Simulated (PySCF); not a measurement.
Species: C₃H₉AlO.
Geometry (PBE0-D3(BJ)/def2-SVP, Å), atoms numbered from 1 in this order:
```xyz
14
C3H9AlO angstrom
C     -1.3778   -1.0306    0.1945
C     -0.6938    0.1076    0.9352
C     -1.1309    1.4699    0.4214
O      0.6998    0.0165    0.8677
Al     2.0022   -0.8504    0.2164
H     -2.4716   -0.9706    0.3006
H     -1.1367   -0.9953   -0.8809
H     -1.0516   -2.0075    0.5839
H     -0.9776    0.0410    2.0040
H     -2.2157    1.6119    0.5411
H     -0.6101    2.2676    0.9704
H     -0.8835    1.5709   -0.6478
H      1.7631   -2.1360   -0.6842
H      3.4363   -0.2904    0.5782
```

Level of theory: core-valence-separated Tamm–Dancoff BHandHLYP/aug-pcX-1 (pcseg-1 on H, def2-SVPD on Al) in PySCF, non-relativistic, gas phase, PBE0-D3(BJ)/def2-SVP geometry. No empirical shift is added; at this level the pattern usually sits a few eV under experiment.

Q: List the carbon K-edge absorption lines.

A: 
```json
{"E (eV)": "285.19", "f": "0.0117", "core hole on": "C3", "main final orbital": "LUMO+1 (51 %)"}
{"E (eV)": "285.23", "f": "0.0089", "core hole on": "C1", "main final orbital": "LUMO (55 %)"}
{"E (eV)": "285.37", "f": "0.0104", "core hole on": "C1", "main final orbital": "LUMO+1 (36 %)"}
{"E (eV)": "285.44", "f": "0.0064", "core hole on": "C3", "main final orbital": "LUMO (68 %)"}
{"E (eV)": "286.09", "f": "0.0584", "core hole on": "C1/C3", "main final orbital": "spread (2 roots, f summed)"}
{"E (eV)": "286.15", "f": "0.0202", "core hole on": "C3", "main final orbital": "LUMO+5 (42 %)"}
{"E (eV)": "286.35", "f": "0.0173", "core hole on": "C1", "main final orbital": "LUMO+3 (31 %)"}
{"E (eV)": "286.49", "f": "0.0063", "core hole on": "C1/C3", "main final orbital": "LUMO+2/LUMO+3 (2 roots, f summed)"}
{"E (eV)": "286.78", "f": "0.0127", "core hole on": "C2", "main final orbital": "LUMO (67 %)"}
{"E (eV)": "286.99", "f": "0.0018", "core hole on": "C3", "main final orbital": "LUMO+2 (60 %)"}
{"E (eV)": "287.10", "f": "0.0031", "core hole on": "C1", "main final orbital": "LUMO+3 (41 %)"}
```

The first line with a tenth or more of the strongest one's intensity is at 285.19 eV (f = 0.012), with the hole on C3 (methyl carbon). The strongest listed is at 286.09 eV (f = 0.058, sum of 2; C1/C3).

Q: Give energies, oscillator strengths and core holes at the O K edge.

A: 
| E (eV) | f | core hole on | main final orbital |
| --- | --- | --- | --- |
| 530.78 | 0.0163 | O4 | LUMO (90 %) |
| 532.23 | 0.0059 | O4 | spread |
| 533.54 | 0.0029 | O4 | LUMO+1 (50 %) |
| 533.95 | 0.0043 | O4 | LUMO+2 (46 %) |
| 534.08 | 0.0009 | O4 | LUMO+5 (45 %) |
| 534.15 | 0.0042 | O4 | LUMO+4 (35 %) |
| 534.28 | 0.0035 | O4 | LUMO+6 (36 %) |

The first line with a tenth or more of the strongest one's intensity is at 530.78 eV (f = 0.016), with the hole on O4 (oxygen bonded to Al and C). It is also the strongest listed.

Roots within 0.03 eV whose holes lie on the same, on equivalent or on shared atoms are summed into one line, and the highest roots are left out, as the search may have cut off their partners. Final orbitals are the ground state's empty Kohn–Sham orbitals.

Q: What are the wavelength and the wavenumber of the 286.15 eV line?

A: λ = 12398.42 eV Å/286.15 eV = 43.328 Å; 2.3080 × 10⁶ cm⁻¹.

The list ends where the root search ended, not at a threshold.

One conformer stands for the species.
